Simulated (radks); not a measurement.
Numerical settings for neutral holmium, [Xe] 4f11 6s2. All-electron calculation, Dirac Kohn-Sham, PBEsol, spin-unpolarised, spherical densities, finite nucleus; open shells fill j = l - 1/2 first; Fermi nuclear charge, rms radius 5.2022 fm. Program: a radial shooting solver on a logarithmic mesh with Libxc functionals. The defaults (mesh step 0.008 in ln r, mesh end at 40 bohr or more with all orbitals vanishing there, Anderson mixing 0.5 over 9 steps, residual threshold near 1e-9 with the energy settled to 1e-9 hartree or 1e-11 of itself, here a cap of 57 iterations) give E = -12623.2017 hartree and 4f7/2 at -2.672 eV in 17 iterations. Run on one thread of a shared host, so times are rough (Intel(R) Xeon(R) 6975P-C): 0.14 s of CPU time, 0.14 s wall, 17 iterations on 2440 mesh points. Changes against that run (0 stands for a change within the tolerance of the run):

setting                    iterations         converged  E (mhartree)  e(4f7/2) (meV)  CPU (s)
mesh step in ln r 0.02             17               yes             0               0     0.07
mesh step in ln r 0.012            17               yes             0               0     0.11
mesh step in ln r 0.03             17               yes     +0.000415               0     0.05
mesh end (bohr) 2                  14  level above zero        +2e+04        +6.4e+04     0.11
mesh end (bohr) 3                  14  level above zero      +3.2e+03       +1.91e+04     0.11
residual threshold 0.01            10               yes     +0.000379           -6.29     0.11
residual threshold 1e-13           26               yes             0               0     0.18
mixing 2.5                         42               yes             0               0     0.37
linear mixing, mixing 0.8          57                no     +5.99e+04       -3.31e+05      1.3
linear mixing, mixing 0.5          57                no          +609       -1.09e+04     0.69
mixing history 2                   28               yes             0               0      0.2
iteration cap 2                     2                no          +384        -1.3e+04     0.03

Settled on a wrong energy, with an occupied level pushed above zero by the early mesh end: mesh end (bohr) 2 (+20 hartree); mesh end (bohr) 3 (+3.2 hartree). Apart from these: no run marked as converged misses the energy by more than 1 mhartree. A mesh that ends early acts as a hard wall.
